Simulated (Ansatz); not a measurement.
Frontier orbitals of `CC(C)[Si](F)(C(C)C)C(C)C`.

```
atom   x (Å)   y (Å)   z (Å)
  C1   0.297   2.483  -1.694
  C2  -0.671   1.587  -0.925
  C3  -1.620   0.855  -1.871
 Si4   0.232   0.427   0.249
  F5   1.121   1.385   1.205
  C6  -0.964  -0.490   1.377
  C7  -1.973   0.465   2.014
  C8  -0.231  -1.293   2.451
  C9   1.428  -0.714  -0.661
 C10   2.688  -1.025   0.144
 C11   0.752  -1.997  -1.144
 H12  -0.248   3.218  -2.296
 H13   0.918   1.902  -2.382
 H14   0.965   3.030  -1.025
 H15  -1.273   2.232  -0.270
 H16  -2.336   0.223  -1.339
 H17  -1.070   0.216  -2.569
 H18  -2.194   1.566  -2.475
 H19  -1.515  -1.195   0.739
 H20  -2.585   0.980   1.269
 H21  -1.470   1.228   2.615
 H22  -2.653  -0.078   2.679
 H23   0.420  -2.059   2.024
 H24  -0.944  -1.798   3.111
 H25   0.389  -0.643   3.075
 H26   1.739  -0.147  -1.549
 H27   2.460  -1.611   1.039
 H28   3.393  -1.611  -0.455
 H29   3.197  -0.117   0.471
 H30  -0.133  -1.802  -1.755
 H31   1.443  -2.594  -1.749
 H32   0.437  -2.622  -0.303
```

Total charge 0; spin multiplicity 1. All single points use the PBE0-D4/def2-TZVP geometry. It is one conformer, not always the lowest. Basis def2-TZVPP, Ansatz 0.2.0.

```csv
functional,HOMO (eV),LUMO (eV),gap (eV)
PBE,-6.23,0.07,6.30
PBE0,-7.49,0.88,8.37
BHLYP,-8.72,1.52,10.24
ωB97M-V,-9.70,2.32,12.02
```

From PBE to PBE0 the HOMO moves by −1.26 eV and the LUMO by +0.80 eV, and with ωB97M-V by −3.47 and +2.24 eV, so the gap grows from 6.30 to 12.02 eV with exact exchange. A positive LUMO is unbound and depends on the basis.
